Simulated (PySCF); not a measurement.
## Orbital energies, ionisation energy and electron affinity

Compound: (LiSH)2 ring, H₂Li₂S₂.
Geometry (PBE0-D3(BJ)/def2-SVP, Å), atoms numbered from 1 in this order:
```
atom  x, y, z in Å
Li1    0.6307   -0.9391   -0.8055
S2     1.6875    0.0634    1.0068
Li3   -0.6243    0.2065    1.2217
S4    -1.6808   -0.8550   -0.5569
H5     1.8748    1.2840    0.4563
H6    -1.8879    0.2402   -1.3224
```

Level: CAM-B3LYP/def2-SVPD (PySCF). Frontier orbitals with their largest atomic shares (Löwdin; up to four atoms above 4 %):

```
orbital  ε (eV)                          main atoms
 HOMO−3   -8.96  S2 41 %, S4 41 %, Li3 5 %, Li1 5 %
 HOMO−2   -8.35  S2 40 %, S4 39 %, Li3 7 %, Li1 7 %
 HOMO−1   -8.28    S4 44 %, S2 43 %, H6 4 %, H5 4 %
   HOMO   -7.90                                   ?
   LUMO   -0.41  Li3 42 %, Li1 42 %, S2 6 %, S4 6 %
 LUMO+1    0.22  Li1 43 %, Li3 43 %, S2 7 %, S4 7 %
 LUMO+2    0.53  Li1 39 %, Li3 39 %, S2 9 %, S4 9 %
```

Problem. What vertical ionisation energy does ΔSCF give, and how far is −ε(HOMO) from it?

Solution. ΔSCF: 8.80 eV (849 kJ/mol; threshold wavelength 141 nm); ⟨S²⟩ of the doublet left behind is 0.764, against 0.75 for a pure doublet. −ε(HOMO) is 7.90 eV, 0.90 eV below it. For the exact functional −ε(HOMO) would equal the first vertical ionisation energy; CAM-B3LYP (range-separated hybrid) falls short of its own ΔSCF value by 10 %.

Problem. On which atoms does the HOMO lie?

Solution. S4 (sulfur bonded to 2 Li and H) 43 %, S2 (sulfur bonded to 2 Li and H) 43 %. The HOMO−1 lies 0.38 eV lower.

Problem. And the vertical electron affinity, the fundamental gap, Mulliken's electronegativity and the hardness (with the factor ½)?

Solution. EA = -0.02 eV by ΔSCF (−ε(LUMO) = 0.41 eV); a negative value means that the added electron isn't bound at this geometry and level, and the number then depends on the basis. IE − EA = 8.82 eV against an orbital gap of 7.49 eV; (IE + EA)/2 = 4.39 eV; (IE − EA)/2 = 4.41 eV.

Problem. What kinetic energy would electrons from this vertical process carry with He I light (21.218 eV)?

Solution. 21.22 − 8.80 = 12.42 eV.

Problem. With α = 67.0 au, estimate the like-pair dispersion coefficient by London's formula C6 = (3/4)α²I.

Solution. I = 0.3232 Eh, so C6 ≈ 1090 au, a rough estimate.

Problem. Shift the occupied levels rigidly so that −ε(HOMO) equals the ΔSCF value. What binding energies result?

Solution. The shift is +0.90 eV: HOMO 8.80, HOMO−1 9.18, HOMO−2 9.25, HOMO−3 9.86 eV. A rigid shift is only a rough guide to the deeper ionisations.

The structure is a single PBE0-D3(BJ)/def2-SVP conformer in the gas phase; no vibrational or solvent corrections.
